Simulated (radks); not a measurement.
Species: Hg II. Configuration: [Xe] 4f14 5d10 6s0.5 6d0.5 (fractional occupations, a model configuration). Calculated with a radial shooting solver on a logarithmic mesh with Libxc functionals: scalar-relativistic Kohn-Sham, exchange-only B88, spin-polarised, spherical densities, point nucleus; open shells are filled with parallel spins first (spin-orbit coupling, left out, can overturn this in heavy ions). Some entries of the table are withheld. Estimate them.

orbital  occ.  eigenvalue (hartree)  r(max) (bohr)  <r> (bohr)
1s up       1             -3057.794        0.01022     0.01658
1s down     1             -3057.794        0.01022     0.01658
2s up       1             -542.2512        0.05913     0.06991
2s down     1             -542.2511        0.05913     0.06991
2p up       3             -467.5764        0.04906     0.06328
2p down     3             -467.5763        0.04906     0.06328
3s up       1             -128.9625         0.1667      0.1806
3s down     1             -128.9623         0.1667      0.1806
3p up       3             -107.3942         0.1664      0.1821
3p down     3             -107.3940         0.1664      0.1821
3d up       5             -84.72379         0.1355      0.1650
3d down     5             -84.72367         0.1355      0.1650
4s up       1             -28.64592         0.3756      0.3992
4s down     1             -28.64565         0.3756      0.3992
4p up       3             -21.57657         0.3957      0.4255
4p down     3             -21.57624         0.3957      0.4255
4d up       5             -13.19669         0.4027      0.4490
4d down     5             -13.19629         0.4027      0.4489
5s up       1              -4.73150         0.8271      0.9014
5s down     1              -4.73113         0.8272      0.9013
4f up       7              -3.90648         0.3664      0.4827
4f down     7              -3.90605         0.3664      0.4826
5p up       3              -2.83258         0.9280       1.040
5p down     3              -2.83152         0.9280       1.039
5d up       5              -0.74754          1.163       1.472
5d down     5              -0.73979          1.161       1.459
6s up     0.5                   (1)          2.131       2.486
6s down     0                   (2)          2.116       2.463
6p up       0              -0.32205          2.813       3.402
6p down     0              -0.28996          2.784       3.341
7s up       0              -0.17391          5.918       6.417
6d up     0.5              -0.12383            (3)       6.569

Answer. 
(1) 6s up eigenvalue (hartree): -0.59685
(2) 6s down eigenvalue (hartree): -0.57155
(3) 6d up r(max) (bohr): 5.761
